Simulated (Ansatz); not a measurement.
Two structures of Si$_{2}$H$_{5}$O$_{2}$F$_{3}$, singlet, reached by relaxing down either side of one saddle point (PBE0-D4/def2-TZVP). Energies are electronic, without zero-point energy. Computed with Ansatz 0.2.0 (basis: def2-TZVPP and def2-QZVPP); correlated methods freeze the cores. Extrapolation: Hartree–Fock as exp(−7.88 √X), correlation as X^−2.97. First:

```xyz
12
angstrom
Si -0.7581 1.3692 0.3951
O -1.1606 -0.0776 -0.1077
Si -0.6676 -1.5872 -0.5661
F -2.0630 2.2245 0.5835
F 0.1450 2.1576 -0.6283
F -0.0255 1.3646 1.7907
H 2.2357 0.6021 -0.4541
O 1.8539 -0.0820 0.1021
H 0.0265 -2.2637 0.5521
H 0.1887 -1.5054 -1.7700
H -1.9111 -2.3264 -0.8943
H 2.1361 0.1244 0.9971
```

Second:

Si1  (0.175, 1.717, 0.688)
O2  (0.391, -1.141, 0.191)
Si3  (-0.813, -2.008, -0.536)
F4  (-1.204, 1.293, 0.072)
F5  (0.126, 3.285, 0.875)
F6  (0.326, 1.094, 2.115)
H7  (1.163, -0.912, -0.331)
O8  (1.417, 1.371, -0.289)
H9  (-1.928, -2.050, 0.435)
H10  (-0.359, -3.391, -0.846)
H11  (-1.254, -1.369, -1.804)
H12  (1.960, 2.110, -0.571)
(Å)

(1) Which bonds change from the first to the second?

(2) Give the saddle point's structure and its height above each. (To be estimated.)

The T1 diagnostic stays at or below 0.012.

Answers

(1) Si₂H₃OF₃ ([F][Si]([F])([F])[O][SiH3]) + H₂O → SiHOF₃ ([OH][Si]([F])([F])[F]) + SiH₄O ([OH][SiH3]); bonds formed: Si1–O8, O2–H7; bonds broken: Si1–O2, H7–O8.

(2) By the calculation: 30.10 kcal/mol above the first and 22.28 kcal/mol above the second (CCSD(T) at an estimated basis limit (MP2 extrapolated from triple and quadruple zeta, plus CCSD(T) − MP2 in triple zeta)).
Si1  (0.042, 1.164, 0.565)
O2  (0.209, -0.471, -0.146)
Si3  (-0.863, -1.705, -0.562)
F4  (-1.567, 0.963, 0.508)
F5  (0.044, 2.559, -0.217)
F6  (0.201, 1.246, 2.138)
H7  (1.279, -0.183, -0.230)
O8  (1.801, 0.935, 0.255)
H9  (-1.598, -2.116, 0.650)
H10  (0.001, -2.797, -1.066)
H11  (-1.767, -1.215, -1.622)
H12  (2.218, 1.618, -0.274)
(Å)

Labels in which every atom is bracketed show which atoms are joined, not bond orders.

For scale, one of the runs: CCSD(T)/def2-TZVPP, 309 basis functions, launched by `ansatz run in.yaml --threads 4 --pin off --events-out ev --progress --plain --max-ram 46080MiB --backend cuda --devices 0, --max-vram 37GiB`. The run took 7 s on 4 CPU threads of an AMD EPYC 7R13 and a share of one NVIDIA H100 (shared host), with 0.87 GiB of host memory at its peak.
